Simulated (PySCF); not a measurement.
## Electron correlation in Pd (palladium, neutral)

[Kr] 4d9 5s1, high-spin 3D determinant (an excited configuration). Calculation: PySCF 2.14, in ANO-RCC-VTZP (7s6p4d2f1g, 68 functions); scalar relativity by spin-free X2C-1e. Frozen: [Ar] 3d10; 18 electrons correlated.

```csv
level,correlation energy (mhartree)
CCSD,-589.37
(T),-18.66
CCSD(T),-608.03
```

Diagnostics: T1 = 0.015, D1 = 0.0712, largest double amplitude 0.030.

Task: Is a single reference adequate?

Result: Yes, within this model without spin-orbit coupling: T1 lies below 0.03 and no double amplitude reaches 0.07.
